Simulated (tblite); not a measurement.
Record of a relaxation.

Species: C3H7BrSi2.
SMILES with atom numbers: `[CH:1]#[C:2][Si@:3]([CH3:4])([SiH3:5])[Br:6]` (hydrogens: H7 on C1; H8, H9, H10 on C4; H11, H12, H13 on Si5)

Computed with GFN2-xTB (tblite), gas phase: L-BFGS steps from a force-field or distance-geometry start until the largest atomic force falls under 0.01 eV/Å. 10 of its 52 geometries are shown.

Step 0: E = -475.6054 eV, largest atomic force 2.694 eV/Å
```
atom  x, y, z in Å  |  force x, y, z in eV/Å
C1     -1.237    2.546   -1.015   -1.110   2.065  -1.273
C2     -0.754    1.633   -0.432    1.248  -1.908   1.435
Si3     0.039    0.197    0.514   -1.598   0.191  -0.908
C4      1.845    0.069    0.163    1.495   0.020   0.250
Si5    -1.000   -1.784   -0.068   -0.395  -0.481  -0.273
Br6    -0.246    0.586    2.681   -0.011   0.225   0.477
H7     -1.687    3.372   -1.537    0.321  -0.628   0.360
H8      2.376    0.987    0.452   -0.021  -0.290  -0.159
H9      2.044   -0.124   -0.889   -0.019   0.064   0.095
H10     2.294   -0.760    0.742   -0.170   0.402  -0.283
H11    -0.813   -2.057   -1.528   -0.049   0.115   0.545
H12    -2.462   -1.749    0.213    0.473  -0.024  -0.078
H13    -0.404   -2.916    0.688   -0.163   0.249  -0.188
```

Step 6: E = -475.7468 eV, largest atomic force 0.157 eV/Å
```
atom  x, y, z in Å  |  force x, y, z in eV/Å
C1     -1.241    2.550   -1.012    0.063  -0.107   0.096
C2     -0.732    1.639   -0.411    0.012   0.123  -0.008
Si3    -0.009    0.178    0.468    0.055  -0.002   0.102
C4      1.863    0.079    0.169    0.057   0.015  -0.020
Si5    -1.025   -1.817   -0.079   -0.040  -0.001   0.005
Br6    -0.246    0.607    2.697    0.005   0.059  -0.135
H7     -1.678    3.355   -1.530   -0.005   0.014  -0.005
H8      2.394    0.986    0.446   -0.022   0.007  -0.003
H9      2.054   -0.116   -0.883    0.036   0.042   0.008
H10     2.296   -0.745    0.736   -0.016   0.060   0.000
H11    -0.817   -2.054   -1.503   -0.009  -0.044  -0.087
H12    -2.449   -1.756    0.209   -0.143  -0.055   0.010
H13    -0.416   -2.906    0.676    0.006  -0.109   0.037
```

Step 11: E = -475.7579 eV, largest atomic force 0.115 eV/Å
```
atom  x, y, z in Å  |  force x, y, z in eV/Å
C1     -1.235    2.545   -0.998   -0.016   0.082  -0.042
C2     -0.705    1.654   -0.390    0.038  -0.106   0.022
Si3    -0.006    0.167    0.466    0.023  -0.055  -0.071
C4      1.870    0.090    0.165    0.012  -0.002   0.004
Si5    -1.047   -1.835   -0.081    0.026   0.028   0.028
Br6    -0.245    0.639    2.670   -0.007   0.042   0.058
H7     -1.673    3.346   -1.522   -0.003   0.016   0.021
H8      2.397    0.998    0.446   -0.058   0.035   0.016
H9      2.072   -0.100   -0.885    0.018   0.006  -0.012
H10     2.300   -0.728    0.738    0.042  -0.003  -0.002
H11    -0.825   -2.067   -1.511   -0.047  -0.022   0.047
H12    -2.480   -1.780    0.208    0.045  -0.044  -0.024
H13    -0.427   -2.929    0.676   -0.075   0.022  -0.044
```

Step 17: E = -475.7646 eV, largest atomic force 0.087 eV/Å
```
atom  x, y, z in Å  |  force x, y, z in eV/Å
C1     -1.220    2.548   -0.987    0.003  -0.011  -0.005
C2     -0.691    1.644   -0.395   -0.025  -0.028  -0.059
Si3     0.004    0.151    0.458   -0.043   0.075   0.005
C4      1.880    0.095    0.163   -0.006   0.004   0.008
Si5    -1.056   -1.836   -0.076   -0.031  -0.065  -0.028
Br6    -0.245    0.675    2.660    0.009  -0.011  -0.014
H7     -1.669    3.349   -1.504    0.039  -0.014   0.052
H8      2.372    1.019    0.453    0.015   0.028   0.010
H9      2.096   -0.085   -0.886    0.005   0.010  -0.011
H10     2.327   -0.714    0.736    0.046  -0.003   0.014
H11    -0.851   -2.086   -1.504   -0.003   0.008  -0.022
H12    -2.489   -1.812    0.199   -0.023   0.035   0.016
H13    -0.461   -2.947    0.666    0.015  -0.028   0.033
```

Step 23: E = -475.7687 eV, largest atomic force 0.075 eV/Å
```
atom  x, y, z in Å  |  force x, y, z in eV/Å
C1     -1.211    2.546   -0.985    0.015  -0.044   0.024
C2     -0.692    1.615   -0.426   -0.016   0.011  -0.003
Si3     0.003    0.137    0.450    0.040  -0.062   0.012
C4      1.887    0.103    0.167    0.000   0.013  -0.007
Si5    -1.069   -1.858   -0.078    0.007   0.032   0.010
Br6    -0.242    0.693    2.650   -0.004  -0.025  -0.064
H7     -1.654    3.365   -1.475    0.010   0.023  -0.004
H8      2.358    1.039    0.460   -0.011  -0.010  -0.005
H9      2.110   -0.067   -0.883   -0.008   0.014   0.017
H10     2.360   -0.695    0.737   -0.045   0.033  -0.002
H11    -0.872   -2.096   -1.510   -0.004  -0.010   0.029
H12    -2.504   -1.813    0.201    0.025   0.021   0.007
H13    -0.480   -2.969    0.673   -0.008   0.004  -0.014
```

Step 28: E = -475.7705 eV, largest atomic force 0.044 eV/Å
```
atom  x, y, z in Å  |  force x, y, z in eV/Å
C1     -1.206    2.538   -0.981    0.000   0.019  -0.004
C2     -0.695    1.596   -0.437    0.004  -0.007   0.012
Si3     0.009    0.122    0.442   -0.023   0.026  -0.027
C4      1.889    0.112    0.167   -0.005   0.004  -0.008
Si5    -1.073   -1.863   -0.075    0.008  -0.007   0.004
Br6    -0.242    0.693    2.629   -0.017  -0.012   0.030
H7     -1.639    3.372   -1.458    0.013  -0.020   0.005
H8      2.349    1.052    0.463   -0.006   0.015  -0.004
H9      2.115   -0.054   -0.882    0.031  -0.002  -0.013
H10     2.364   -0.680    0.741    0.003  -0.007  -0.001
H11    -0.882   -2.104   -1.506    0.000  -0.019  -0.013
H12    -2.505   -1.804    0.207   -0.005   0.019   0.017
H13    -0.491   -2.979    0.673   -0.002  -0.011   0.002
```

Step 34: E = -475.7716 eV, largest atomic force 0.033 eV/Å
```
atom  x, y, z in Å  |  force x, y, z in eV/Å
C1     -1.200    2.539   -0.977    0.000   0.010  -0.006
C2     -0.698    1.587   -0.441    0.004   0.019   0.005
Si3     0.009    0.115    0.432    0.004  -0.001   0.019
C4      1.891    0.120    0.161    0.010  -0.003   0.006
Si5    -1.074   -1.871   -0.074   -0.008  -0.017  -0.010
Br6    -0.254    0.682    2.625   -0.001  -0.023  -0.024
H7     -1.626    3.376   -1.450   -0.008   0.014  -0.013
H8      2.338    1.064    0.462    0.004   0.002   0.002
H9      2.135   -0.046   -0.884   -0.019   0.005  -0.003
H10     2.365   -0.669    0.740    0.020   0.004   0.010
H11    -0.890   -2.121   -1.506   -0.013  -0.010   0.014
H12    -2.503   -1.786    0.220    0.014  -0.003  -0.001
H13    -0.499   -2.991    0.674   -0.008   0.004   0.001
```

Step 40: E = -475.7724 eV, largest atomic force 0.026 eV/Å
```
atom  x, y, z in Å  |  force x, y, z in eV/Å
C1     -1.195    2.546   -0.978    0.006  -0.013   0.005
C2     -0.696    1.593   -0.439    0.007   0.002  -0.008
Si3     0.010    0.112    0.425    0.016  -0.002  -0.014
C4      1.894    0.125    0.161   -0.006   0.011   0.001
Si5    -1.073   -1.878   -0.075    0.001   0.019   0.002
Br6    -0.264    0.659    2.618   -0.002  -0.008   0.014
H7     -1.621    3.383   -1.452    0.004  -0.002   0.002
H8      2.333    1.073    0.461    0.000  -0.004  -0.003
H9      2.138   -0.038   -0.885   -0.003  -0.004   0.019
H10     2.377   -0.658    0.743   -0.012   0.015  -0.018
H11    -0.902   -2.142   -1.504   -0.006  -0.005  -0.008
H12    -2.498   -1.774    0.231   -0.011  -0.010  -0.003
H13    -0.508   -2.999    0.677    0.005   0.003   0.010
```

Step 45: E = -475.7727 eV, largest atomic force 0.025 eV/Å
```
atom  x, y, z in Å  |  force x, y, z in eV/Å
C1     -1.192    2.545   -0.978   -0.001   0.009  -0.006
C2     -0.692    1.592   -0.441    0.006  -0.010   0.003
Si3     0.012    0.110    0.422   -0.024   0.001   0.007
C4      1.895    0.130    0.161    0.003  -0.005  -0.003
Si5    -1.075   -1.878   -0.075   -0.003  -0.004   0.002
Br6    -0.267    0.650    2.618    0.000  -0.007   0.002
H7     -1.617    3.384   -1.450    0.004  -0.005   0.002
H8      2.332    1.079    0.460    0.004   0.011  -0.003
H9      2.139   -0.036   -0.883    0.006   0.009  -0.022
H10     2.378   -0.652    0.741    0.007  -0.011   0.019
H11    -0.909   -2.149   -1.504   -0.002   0.001   0.000
H12    -2.500   -1.776    0.232   -0.002  -0.003  -0.002
H13    -0.510   -2.998    0.680    0.003   0.014   0.001
```

Step 51: E = -475.7728 eV, largest atomic force 0.008 eV/Å
```
atom  x, y, z in Å  |  force x, y, z in eV/Å
C1     -1.189    2.546   -0.979    0.003  -0.001   0.001
C2     -0.689    1.592   -0.442   -0.006   0.003   0.003
Si3     0.012    0.109    0.421    0.006   0.000   0.001
C4      1.895    0.132    0.160    0.000   0.001   0.000
Si5    -1.077   -1.878   -0.076   -0.005  -0.005  -0.002
Br6    -0.269    0.639    2.619    0.001  -0.002  -0.004
H7     -1.614    3.385   -1.450    0.003   0.001  -0.002
H8      2.332    1.082    0.458   -0.007   0.001   0.003
H9      2.141   -0.033   -0.885    0.000  -0.006   0.004
H10     2.380   -0.649    0.743    0.002   0.003  -0.007
H11    -0.914   -2.154   -1.504    0.001   0.003   0.004
H12    -2.502   -1.777    0.233   -0.001  -0.001  -0.001
H13    -0.509   -2.993    0.684    0.003   0.004   0.001
```

Q: Summarise the path.

A: The energy falls by 0.1675 eV from step 0 to step 51; nine tenths of that is first reached at step 10. It rises by more than 0.2 meV at step 1. The largest force goes from 2.694 to 0.008 eV/Å. Among the bonds Si3–C4 changes most (a near tie, within 0.001 Å, with another), from 1.844 to 1.902 Å; the atoms move by 0.110 Å rms after alignment.

The cost below is that of the whole relaxation. The run took 0.64 s of wall time on one thread, Arm Neoverse N1 (aarch64), no GPU, shared host with 64 logical CPUs at a one-minute load of 60.
